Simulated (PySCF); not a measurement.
**[Dy(NH3)6]3+: from a saddle point downhill**

PySCF 2.14.0, RKS BP86, Dy lcecp-1-SVP with ECP55, N def2-SVP, H def2-SVP; non-relativistic Hamiltonian with scalar-relativistic core potentials where named; density fitting; no spin-orbit coupling. Relaxed within the symmetry of its start, the geometry (Ci) is

```xyz
25

Dy    0.0000    0.0000    0.0000
N     0.0226    0.0285    2.5470
H     0.8388    0.5038    2.9813
H    -0.7841    0.5030    2.9993
H     0.0283   -0.9019    3.0107
N    -0.0226   -0.0285   -2.5470
H     0.7841   -0.5030   -2.9993
H    -0.8388   -0.5038   -2.9813
H    -0.0283    0.9019   -3.0107
N     2.5469   -0.0016    0.0043
H     2.9928   -0.4758    0.8150
H     3.0021   -0.4633   -0.8082
H     2.9958    0.9361    0.0130
N     0.0000    2.5466    0.0261
H     0.3911    2.9837    0.8845
H     0.5401    3.0094   -0.7321
H    -0.9343    2.9957   -0.0525
N    -2.5469    0.0016   -0.0043
H    -3.0021    0.4633    0.8082
H    -2.9928    0.4758   -0.8150
H    -2.9958   -0.9361   -0.0130
N     0.0000   -2.5466   -0.0261
H    -0.5401   -3.0094    0.7321
H    -0.3911   -2.9837   -0.8845
H     0.9343   -2.9957    0.0525
```

and its lowest harmonic modes are -60, -58, -52, 25, 32, 54 cm⁻¹ (negative: unstable). It was moved along the lowest mode and relaxed again.

(1) Where does it end, and how much lower?

(2) How do the contacts change?

No frequency check is given for the end, and other unstable modes may remain.

An lcecp potential fixes the number of 4f electrons, so in runs with it no electron can move into or out of that shell.

State: singlet in the valence, with the 4f electrons in the core potential.

Results:

(1) In C1, nearly C2, 0.023 eV lower, after 35 steps:
```xyz
25

Dy    0.0065   -0.0020    0.0034
N     0.1920   -0.0216    2.5425
H     0.7283    0.7652    2.9579
H    -0.7080    0.0181    3.0595
H     0.6551   -0.8555    2.9544
N     0.2410   -0.0264   -2.5336
H     0.7836   -0.8194   -2.9291
H    -0.6535   -0.0774   -3.0611
H     0.7061    0.8020   -2.9542
N     2.5451    0.0280    0.1618
H     2.9710   -0.7818    0.6551
H     3.0532    0.0364   -0.7446
H     2.9560    0.8417    0.6615
N    -0.2091    2.5179   -0.2243
H    -0.4447    3.0292    0.6499
H     0.6444    3.0114   -0.5546
H    -0.9374    2.8493   -0.8881
N    -2.5255    0.0230    0.2782
H    -2.9192    0.8462    0.7752
H    -3.0687    0.0115   -0.6081
H    -2.9299   -0.7770    0.8035
N    -0.2361   -2.5214   -0.2187
H    -0.4977   -3.0252    0.6523
H    -0.9553   -2.8444   -0.8955
H     0.6160   -3.0292   -0.5290
```

(2) 
| contact | saddle (Å) | end (Å) |
| --- | --- | --- |
| Dy1–N2 (NH3) | 2.547 | 2.546 |
| Dy1–N6 (NH3) | 2.547 | 2.548 |
| Dy1–N10 (NH3) | 2.547 | 2.544 |
| Dy1–N14 (NH3) | 2.547 | 2.539 |
| Dy1–N18 (NH3) | 2.547 | 2.547 |
| Dy1–N22 (NH3) | 2.547 | 2.541 |
